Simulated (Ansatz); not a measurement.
C2H10AlBSi, SMILES `B[CH2][Al]([CH3])[SiH3]`, relaxed with RKS PBE-D4/def2-SVP in Ansatz from a rough embedded geometry. The force threshold is 0.03 eV/Å; the program also tests the step.

Total charge 0; spin multiplicity 1.

Start:

```xyz
15

B    -1.377    0.605   -1.948
C    -1.632    0.051   -0.549
Al    0.089   -0.192    0.448
C    -0.011   -0.835    2.393
Si    2.162    0.358   -0.489
H    -1.624    0.003   -2.959
H    -0.834    1.691   -2.111
H    -2.141   -0.898   -0.600
H    -2.326    0.786   -0.023
H     1.015   -0.931    2.729
H    -0.469   -1.887    2.314
H    -0.620   -0.176    2.969
H     2.840    1.411    0.259
H     2.995   -0.830   -0.565
H     1.934    0.845   -1.868
```

```csv
step,energy (eV),largest force (eV/Å),largest move (Å)
1,-17368.1019,2.991,0.000
2,-17368.5407,1.013,0.184
3,-17368.5987,0.708,0.164
4,-17368.6529,0.327,0.128
5 (rejected),-17368.6382,1.008,0.104
6,-17368.6679,0.124,0.050
7,-17368.6763,0.169,0.088
8,-17368.6837,0.083,0.146
9,-17368.6852,0.068,0.090
10,-17368.6856,0.083,0.021
11 (rejected),-17368.6852,0.071,0.036
12,-17368.6862,0.013,0.017
```

End:

```xyz
15

B    -1.267    0.560   -1.825
C    -1.820    0.172   -0.469
Al   -0.022   -0.132    0.400
C    -0.089   -0.896    2.213
Si    2.145    0.397   -0.649
H    -1.006   -0.294   -2.662
H    -0.964    1.717   -2.073
H    -2.318   -0.810   -0.326
H    -2.261    0.950    0.190
H     0.902   -0.925    2.709
H    -0.477   -1.937    2.170
H    -0.788   -0.327    2.862
H     2.845    1.477    0.146
H     3.050   -0.813   -0.608
H     2.070    0.863   -2.079
```

Hardware: 4 threads of an AMD EPYC 7B13 on a shared host. Wall time 18 s, peak host memory 0.19 GiB.
